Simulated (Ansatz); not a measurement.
A CCSD(T) single point on diphenyliodonium (`c1ccc([I+]c2ccccc2)cc1`).

```yaml
crystal:
  periodic: [false, false, false]
  atoms:
    - {symbol: C, position_ang: [-2.959343, 1.640310, 1.718235]}
    - {symbol: C, position_ang: [-2.250101, 0.706323, 2.460207]}
    - {symbol: C, position_ang: [-1.624487, -0.358391, 1.829200]}
    - {symbol: C, position_ang: [-1.735769, -0.439438, 0.451780]}
    - {symbol: I, position_ang: [-0.790611, -2.037032, -0.523215]}
    - {symbol: C, position_ang: [1.099482, -1.199455, -0.873081]}
    - {symbol: C, position_ang: [2.076752, -1.370863, 0.092236]}
    - {symbol: C, position_ang: [3.320774, -0.807695, -0.149744]}
    - {symbol: C, position_ang: [3.554742, -0.106484, -1.324182]}
    - {symbol: C, position_ang: [2.553087, 0.040314, -2.273312]}
    - {symbol: C, position_ang: [1.299396, -0.512162, -2.057932]}
    - {symbol: C, position_ang: [-2.439416, 0.470084, -0.318893]}
    - {symbol: C, position_ang: [-3.055804, 1.524095, 0.338836]}
    - {symbol: H, position_ang: [-3.446885, 2.466228, 2.221838]}
    - {symbol: H, position_ang: [-2.182762, 0.799106, 3.537388]}
    - {symbol: H, position_ang: [-1.075079, -1.094434, 2.402008]}
    - {symbol: H, position_ang: [1.888753, -1.924431, 1.003246]}
    - {symbol: H, position_ang: [4.108079, -0.923682, 0.585203]}
    - {symbol: H, position_ang: [4.531106, 0.326859, -1.504113]}
    - {symbol: H, position_ang: [2.743133, 0.584065, -3.190749]}
    - {symbol: H, position_ang: [0.514890, -0.406449, -2.796216]}
    - {symbol: H, position_ang: [-2.514564, 0.370047, -1.394093]}
    - {symbol: H, position_ang: [-3.615393, 2.253075, -0.234665]}
basis:
  gaussian: {orbitals: def2-SVP}
total_charge: 1
correlation: {method: ccsd_t}
```

```sh
$ ansatz run in.yaml --threads 11 --pin off --events-out ev --progress --plain --backend cuda
```

Log, shortened:

```
Functional definition: HF
2592 factors; integrals over basis functions are off by at most 1.5e-3 eV
mean field evaluation 1: about -20569.9823 eV, gradient 5.2e1 eV
mean field evaluation 2: about -20570.4300 eV, gradient 5.2e1 eV
mean field evaluation 4: about -20578.6813 eV, gradient 5.9e0 eV
mean field evaluation 8: about -20578.8105 eV, gradient 5.1e-1 eV
mean field evaluation 16: about -20578.8128 eV, gradient 1.4e-6 eV
mean field -20578.81283776 eV, -756.2574229673 hartree, gradient 1.4e-6 eV, S^2 0.000000; 0 other end points of the search recorded, 0 dependent functions left out; unrestricted orbitals would lower it
16 core orbitals not correlated: weight in the atoms' cores, before any rotation towards them, 1.000 or more for the frozen orbitals, at most 0.000 for the correlated occupied ones
reference -20578.81283776 eV, -756.2574229673 hartree; 37, 37 occupied and 191, 191 virtual orbitals, 2592 factors
second order -45.54522744 eV of doubles, -0.00000000 eV of singles
cycle   1  -45.67880059 eV  change   -1.3e-1 eV  update   1.7e-1
cycle   2  -47.03646183 eV  change    -1.4e0 eV  update   5.5e-2
cycle   3  -47.33519512 eV  change   -3.0e-1 eV  update   2.4e-2
cycle   4  -47.34311114 eV  change   -7.9e-3 eV  update   8.0e-3
cycle   5  -47.34578918 eV  change   -2.7e-3 eV  update   3.5e-3
cycle   6  -47.34701224 eV  change   -1.2e-3 eV  update   1.1e-3
cycle   7  -47.34658261 eV  change    4.3e-4 eV  update   3.6e-4
cycle   8  -47.34656674 eV  change    1.6e-5 eV  update   1.5e-4
cycle   9  -47.34657870 eV  change   -1.2e-5 eV  update   6.5e-5
perturbative correction -2.19210337 eV, -0.0805583129 hartree
Total energy: -20628.35151982 eV, -758.0779359547 hartree
```

It took 4.5 s on 11 threads of an AMD EPYC 7R13 on a shared host and a whole NVIDIA H100 80 GB, with 0.88 GiB of host memory at the peak.

MP2 recovers 91.9 % of the CCSD(T) correlation energy and the triples give 4.4 %; T1 = 0.0108.
